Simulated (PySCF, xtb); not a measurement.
3-phenylpyridine (C11H9N), SMILES c1ccc(-c2cccnc2)cc1.

GFN2-xTB run with xtb at its own geometry gives an orbital gap of 2.97 eV and a dipole moment of 2.21 D.

Geometry optimised at PBE0-D3(BJ)/def2-SVP. One conformer was computed; it need not be the lowest.

**Question.** What does ωB97X/def2-SVP run with PySCF give? (Estimate from the structure and the level; the computed values follow.)

**Answer.** gap 9.76 eV (levels -8.88 and 0.87 eV), dipole 2.26 D.
